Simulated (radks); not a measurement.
All-electron atom: Sr VII in [Ar] 3d10 4s2 4p2. All-electron calculation, scalar-relativistic Kohn-Sham, LDA (Slater exchange, Perdew-Wang correlation), spin-polarised, spherical densities, point nucleus; open shells are filled with parallel spins first (spin-orbit coupling, left out, can overturn this in heavy ions). Program: a radial shooting solver on a logarithmic mesh with Libxc functionals.

Normalised radial functions P(r) = r R(r), r in bohr:

```
   r/bohr * 3p down, o 4p down (the largest magnitude, 1.49, reaches the edge; | marks zero, & curves that meet)
 0.001319                             &
 0.001703                             &
   0.0022                             &
 0.002842                             &
 0.003701                             &
 0.004781                             &
 0.006176                             &
 0.007978                             o*
  0.01031                             o*
  0.01331                             |o*
  0.01733                             |o *
  0.02239                             | o *
  0.02892                             | o   *
  0.03736                             |  o    *
  0.04826                             |   o      *
  0.06234                             |    o       *
  0.08118                             |     o        *
   0.1049                             |     o        *
   0.1355                             |   o      *
    0.175                             |o *
    0.226                     *   o   |
    0.292         *           o       |
   0.3771  *                 o        |
   0.4911  *                    o     |
   0.6344        *                    | o
   0.8195                 *           |          o
    1.059                        *    |                o
    1.367                           * |                o
    1.766                             *            o
      2.3                             *     o
    2.971                             * o
    3.838                             &
```

3p down: eigenvalue -341.42 eV, 1 radial node at r = 0.188 bohr, <r> = 0.497 bohr, 90 % of the charge inside 0.755 bohr. 4p down (empty): eigenvalue -94.258 eV, 2 radial nodes at r = 0.181, 0.605 bohr, <r> = 1.36 bohr, 90 % of the charge inside 1.98 bohr.
